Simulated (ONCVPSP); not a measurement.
# LDA (Perdew-Wang 92) ONCV dataset for Bi, scalar-relativistic all-electron reference.

ONCVPSP 4.0.1 was run on this input:

```
# ATOM AND REFERENCE CONFIGURATION
# atsym  z   nc   nv     iexc    psfile
  Bi 83.00   10    5  -001012      upf
#
#   n    l    f
    1    0    2.00
    2    0    2.00
    2    1    6.00
    3    0    2.00
    3    1    6.00
    3    2   10.00
    4    0    2.00
    4    1    6.00
    4    2   10.00
    4    3   14.00
    5    0    2.00
    5    1    6.00
    5    2   10.00
    6    0    2.00
    6    1    3.00
#
# PSEUDOPOTENTIAL AND OPTIMIZATION
# lmax
    2
#
#   l,   rc,      ep,       ncon, nbas, qcut
    0    1.45    0.00    4    8    9.30
    1    1.80    0.00    4    8    8.70
    2    1.55    0.00    4    9   11.40
#
# LOCAL POTENTIAL
# lloc, lpopt,  rc(5),   dvloc0
    4    5    1.15    3.00
#
# VANDERBILT-KLEINMAN-BYLANDER PROJECTORs
# l, nproj, debl
    0    2    3.30
    1    2    3.80
    2    1    1.40
#
# MODEL CORE CHARGE
# icmod, fcfact, rcfact
    0    0.00    0.00
#
# LOG DERIVATIVE ANALYSIS
# epsh1, epsh2, depsh
   -7.00    5.00    0.04
#
# OUTPUT GRID
# rlmax, drl
    6.00    0.01
#
# TEST CONFIGURATIONS
# ncnf
    4
# nvcnf
#   n    l    f
    5
    5    0    2.00
    5    1    6.00
    5    2   10.00
    6    0    2.00
    6    1    2.00
#
    5
    5    0    2.00
    5    1    6.00
    5    2   10.00
    6    0    2.00
    6    1    1.00
#
    5
    5    0    2.00
    5    1    6.00
    5    2   10.00
    6    0    2.00
    6    1    0.00
#
    5
    5    0    2.00
    5    1    6.00
    5    2   10.00
    6    0    2.00
    6    1    2.50
#
```

Command:

```bash
oncvpsp.x < Bi.dat > Bi.out
```

The program printed (shortened: citation, most of the input echo, consistency checks and plot data are left out):

```
ONCVPSP  (Optimized Norm-Conservinng Vanderbilt PSeudopotential)
scalar-relativistic version 4.0.1

#   n    l    f        energy (Ha)
    1    0    2.00    -3.3301525E+03
    2    0    2.00    -5.9838156E+02
    2    1    6.00    -5.1195593E+02
    3    0    2.00    -1.4442886E+02
    3    1    6.00    -1.1974708E+02
    3    2   10.00    -9.4948255E+01
    4    0    2.00    -3.3121553E+01
    4    1    6.00    -2.5034508E+01
    4    2   10.00    -1.5798368E+01
    4    3   14.00    -5.6206749E+00
    5    0    2.00    -5.8074299E+00
    5    1    6.00    -3.5264709E+00
    5    2   10.00    -9.9915966E-01
    6    0    2.00    -5.4235648E-01
    6    1    3.00    -1.7524314E-01

Reference configufation results
  iterations    22
  all-electron total energy (Ha)   -2.15193107D+04

Begin loop to  construct optimized pseudo wave functions
and semi-local pseudopoentials for all angular momenta

Calculating optimized projector #   1

 for l=   0

    Fraction of norm inside rc  0.978242
    Optimizing pswf for qcut=   9.30 a_B^-1,  ecut=  43.23 Ha
    Residual kinetic energy error=  9.91D-07 Ha

    Energy error per electron        Cutoff
         Ha          eV             Ha
         0.01000     0.27211       24.05
         0.00100     0.02721       30.51
         0.00010     0.00272       35.55
         0.00001     0.00027       39.32

Calculating optimized projector #   2

 for l=   0

    Fraction of norm inside rc  0.138100
    Optimizing pswf for qcut=   9.30 a_B^-1,  ecut=  43.23 Ha
    Residual kinetic energy error=  4.28D-06 Ha

    Energy error per electron        Cutoff
         Ha          eV             Ha
         0.01000     0.27211       23.11
         0.00100     0.02721       31.02
         0.00010     0.00272       36.90
         0.00001     0.00027       41.61

Calculating optimized projector #   1

 for l=   1

    Fraction of norm inside rc  0.986450
    Optimizing pswf for qcut=   8.70 a_B^-1,  ecut=  37.87 Ha
    Residual kinetic energy error=  8.66D-09 Ha

    Energy error per electron        Cutoff
         Ha          eV             Ha
         0.01000     0.27211       16.73
         0.00100     0.02721       21.31
         0.00010     0.00272       25.13
         0.00001     0.00027       28.76

Calculating optimized projector #   2

 for l=   1

    Fraction of norm inside rc  0.107351
    Optimizing pswf for qcut=   8.70 a_B^-1,  ecut=  37.87 Ha
    Residual kinetic energy error=  8.00D-08 Ha

    Energy error per electron        Cutoff
         Ha          eV             Ha
         0.01000     0.27211       12.57
         0.00100     0.02721       16.68
         0.00010     0.00272       19.99
         0.00001     0.00027       23.06

Calculating optimized projector #   1

 for l=   2

    Fraction of norm inside rc  0.783751
    Optimizing pswf for qcut=  11.40 a_B^-1,  ecut=  64.99 Ha
    Residual kinetic energy error=  4.74D-09 Ha

    Energy error per electron        Cutoff
         Ha          eV             Ha
         0.01000     0.27211       22.28
         0.00100     0.02721       28.32
         0.00010     0.00272       33.22
         0.00001     0.00027       37.59

Construct Vanderbilt / Kleinmman-Bylander projectors

B matrix Hermiticity error, ll=   0
   1   2    1.4463E-03

  Orthonormal projector coefficients  1.4337E+01  1.5639E+00

B matrix Hermiticity error, ll=   1
   1   2    5.4297E-04

  Orthonormal projector coefficients  6.1470E+00  8.2683E-01

Pseudoatom total energy -216.790178

Diagnostic tests using Vanderbilt-Kleinman-Bylander pseudopotentials
  1 or more projectors used as specified by nproj input data

   l    rcore       rmatch      e in        delta e   norm test  slope test

   0   1.4551507   1.4993322  -5.8074299   0.0000194   1.0003268   1.0002946
   0   1.4551507   1.4993322  -0.5423565   0.0000115   1.0000802   1.0000550

   1   1.8048257   1.8596241  -3.5264709   0.0000064   1.0002850   1.0002660
   1   1.8048257   1.8596241  -0.1752431   0.0000045   1.0000410   1.0000275

   2   1.5541243   1.6013109  -0.9991597  -0.0000085   0.9999950   1.0000144

 Testing for bound ghosts
   n   l    E NL Schr. Eq   E Basis Diag.   E Cutoff

   1   0       -5.807411       -5.807410    125.43
   2   0       -0.542345       -0.520898    125.43

   2   1       -3.526465       -3.526463     93.98
   3   1       -0.175239       -0.145887     93.98

   3   2       -0.999168       -0.998990    142.94

 Testing for highly-localized positive-energy ghosts
       l    <radius>/rc     E Basis Diag.   E Cutoff

       0        0.899097       11.228926    125.43  WARNING - GHOST(+)

Test configuration 0

   n   l     f        eae           eps        diff
   1   0  2.0000-3330.15245566
   2   0  2.0000 -598.38156257
   2   1  6.0000 -511.95593054
   3   0  2.0000 -144.42885564
   3   1  6.0000 -119.74708189
   3   2 10.0000  -94.94825476
   4   0  2.0000  -33.12155303
   4   1  6.0000  -25.03450823
   4   2 10.0000  -15.79836772
   4   3 14.0000   -5.62067486
   5   0  2.0000   -5.80742995   -5.80741055    1.94D-05
   5   1  6.0000   -3.52647088   -3.52646450    6.37D-06
   5   2 10.0000   -0.99915966   -0.99916818   -8.52D-06
   6   0  2.0000   -0.54235648   -0.54234495    1.15D-05
   6   1  3.0000   -0.17524314   -0.17523864    4.50D-06

    Total energies and differences
      AE_ref= -2.15193107D+04  AE_tst= -2.15193107D+04  dif=  0.00D+00
      PS_ref= -2.16790178D+02  PS_tst= -2.16790178D+02  dif=  1.14D-13
      PSP excitation error= -1.14D-13

Test configuration 1

   n   l     f        eae           eps        diff
   1   0  2.0000-3330.45571486
   2   0  2.0000 -598.68382198
   2   1  6.0000 -512.25827829
   3   0  2.0000 -144.73086746
   3   1  6.0000 -120.04910291
   3   2 10.0000  -95.25023556
   4   0  2.0000  -33.42340993
   4   1  6.0000  -25.33634686
   4   2 10.0000  -16.10016945
   4   3 14.0000   -5.92243802
   5   0  2.0000   -6.10871166   -6.10898209   -2.70D-04
   5   1  6.0000   -3.82762216   -3.82777532   -1.53D-04
   5   2 10.0000   -1.29879103   -1.29879167   -6.35D-07
   6   0  2.0000   -0.82506670   -0.82506659    1.07D-07
   6   1  2.0000   -0.43042884   -0.43042842    4.20D-07

    Total energies and differences
      AE_ref= -2.15193107D+04  AE_tst= -2.15190113D+04  dif=  2.99D-01
      PS_ref= -2.16790178D+02  PS_tst= -2.16490615D+02  dif=  3.00D-01
      PSP excitation error= -1.35D-04

Test configuration 2

   n   l     f        eae           eps        diff
   1   0  2.0000-3330.80829073
   2   0  2.0000 -599.03446842
   2   1  6.0000 -512.60908759
   3   0  2.0000 -145.08096191
   3   1  6.0000 -120.39921226
   3   2 10.0000  -95.60028234
   4   0  2.0000  -33.77311502
   4   1  6.0000  -25.68600307
   4   2 10.0000  -16.44974295
   4   3 14.0000   -6.27191748
   5   0  2.0000   -6.45693788   -6.45779898   -8.61D-04
   5   1  6.0000   -4.17541226   -4.17590052   -4.88D-04
   5   2 10.0000   -1.64347395   -1.64346420    9.76D-06
   6   0  2.0000   -1.14360653   -1.14364564   -3.91D-05
   6   1  1.0000   -0.71819985   -0.71822323   -2.34D-05

    Total energies and differences
      AE_ref= -2.15193107D+04  AE_tst= -2.15184395D+04  dif=  8.71D-01
      PS_ref= -2.16790178D+02  PS_tst= -2.15918534D+02  dif=  8.72D-01
      PSP excitation error= -4.16D-04

Test configuration 3

   n   l     f        eae           eps        diff
   1   0  2.0000-3331.20036166
   2   0  2.0000 -599.42357695
   2   1  6.0000 -512.99844150
   3   0  2.0000 -145.46915157
   3   1  6.0000 -120.78742265
   3   2 10.0000  -95.98841027
   4   0  2.0000  -34.16062510
   4   1  6.0000  -26.07342650
   4   2 10.0000  -16.83702985
   4   3 14.0000   -6.65904373
   5   0  2.0000   -6.84186917   -6.84367486   -1.81D-03
   5   1  6.0000   -4.55951036   -4.56054864   -1.04D-03
   5   2 10.0000   -2.02264980   -2.02264147    8.34D-06
   6   0  2.0000   -1.48745456   -1.48758037   -1.26D-04

    Total energies and differences
      AE_ref= -2.15193107D+04  AE_tst= -2.15175682D+04  dif=  1.74D+00
      PS_ref= -2.16790178D+02  PS_tst= -2.15046744D+02  dif=  1.74D+00
      PSP excitation error= -8.96D-04

Test configuration 4

   n   l     f        eae           eps        diff
   1   0  2.0000-3330.29699370
   2   0  2.0000 -598.52570976
   2   1  6.0000 -512.10011311
   3   0  2.0000 -144.57291266
   3   1  6.0000 -119.89114279
   3   2 10.0000  -95.09229855
   4   0  2.0000  -33.26555778
   4   1  6.0000  -25.17850712
   4   2 10.0000  -15.94235327
   4   3 14.0000   -5.76464718
   5   0  2.0000   -5.95124454   -5.95133591   -9.14D-05
   5   1  6.0000   -3.67025155   -3.67030546   -5.39D-05
   5   2 10.0000   -1.14236215   -1.14236764   -5.49D-06
   6   0  2.0000   -0.67829933   -0.67829110    8.23D-06
   6   1  2.5000   -0.29793883   -0.29793488    3.96D-06

    Total energies and differences
      AE_ref= -2.15193107D+04  AE_tst= -2.15191929D+04  dif=  1.18D-01
      PS_ref= -2.16790178D+02  PS_tst= -2.16672339D+02  dif=  1.18D-01
      PSP excitation error= -5.05D-05
```

The run took about 4 s on one core of a shared server CPU.
